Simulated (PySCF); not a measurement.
How methods differ on the excitation energy of Ta²⁺

Ta²⁺ [Xe] 4f14 5d3 (4F) → Ta²⁺ [Xe] 4f14 5d2 6s1 (4F), as a difference of total energies. Calculation: PySCF 2.14, in aug-cc-pVTZ-PP with ECP60MDF (6s6p5d3f2g, 88 functions); a scalar-relativistic core potential. Correlated levels: valence: 5s2 5p6 frozen. The calculations carry no spin-orbit coupling.

```json
{"method": "UHF", "excitation energy (cm⁻¹)": "6031.1"}
{"method": "LDA", "excitation energy (cm⁻¹)": "3862.6"}
{"method": "PBE", "excitation energy (cm⁻¹)": "5201.4"}
{"method": "PBE0", "excitation energy (cm⁻¹)": "6331.6"}
{"method": "r2SCAN", "excitation energy (cm⁻¹)": "5867.1"}
{"method": "TPSS", "excitation energy (cm⁻¹)": "5603.7"}
{"method": "LC-wPBE", "excitation energy (cm⁻¹)": "7289.6"}
{"method": "MP2 (valence)", "excitation energy (cm⁻¹)": "6352.1"}
{"method": "SCS-MP2 (valence)", "excitation energy (cm⁻¹)": "6138.1"}
```

Estimate what HSE06 gives.

5995.5 cm⁻¹, closest to UHF among the rows shown.

Estimate what TPSSh gives.

6047.3 cm⁻¹, closest to UHF among the rows shown.
